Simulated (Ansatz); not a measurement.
The cluster Os₃⁺, relaxed as a doublet with UKS r2SCAN-D4/def2-TZVP in Ansatz, starting from the GFN2-xTB geometry. Force threshold 0.02 eV/Å.

In the def2 sets Os takes a core potential; there is no spin–orbit coupling. The charge 1 doublet is spin-contaminated (final ⟨S²⟩ up to 2.89, 0.75 for a pure state). Another isomer (sextet) lies 0.54 eV lower at PBE0-D4/def2-TZVP; other spin states weren't run for this one.

Start:

```xyz
3

Os    1.255   -0.022    0.486
Os   -0.522   -1.177   -0.393
Os   -0.733    1.199   -0.093
```

```json
{"step": "1", "energy (eV)": "-7395.9837", "largest force component (eV/Å)": "1.773", "SCF passes": "146"}
{"step": "2", "energy (eV)": "-7396.0335", "largest force component (eV/Å)": "1.468", "SCF passes": "64"}
{"step": "3", "energy (eV)": "-7396.0772", "largest force component (eV/Å)": "0.072", "SCF passes": "54"}
{"step": "4", "energy (eV)": "-7396.0778", "largest force component (eV/Å)": "0.041", "SCF passes": "58"}
{"step": "5", "energy (eV)": "-7396.0778", "largest force component (eV/Å)": "0.005", "SCF passes": "55"}
{"step": "6", "energy (eV)": "-7396.0779", "largest force component (eV/Å)": "0.005", "SCF passes": "54"}
{"step": "7", "energy (eV)": "-7396.0779", "largest force component (eV/Å)": "0.007", "SCF passes": "60"}
```

Force components are those of the run's own axes.

End:

```xyz
3

Os    1.212   -0.026    0.469
Os   -0.498   -1.162   -0.381
Os   -0.713    1.187   -0.088
```

By distances, no bond broke or formed. The bond that changes most is Os1–Os2, from 2.30 to 2.22 Å (atoms count from 1).

The force fell under the threshold at step 5, but the optimiser went on. No frequencies were taken in this run, so the end may be a saddle point.

It took 45 s on 4 threads of Arm Neoverse V1 on a shared host.
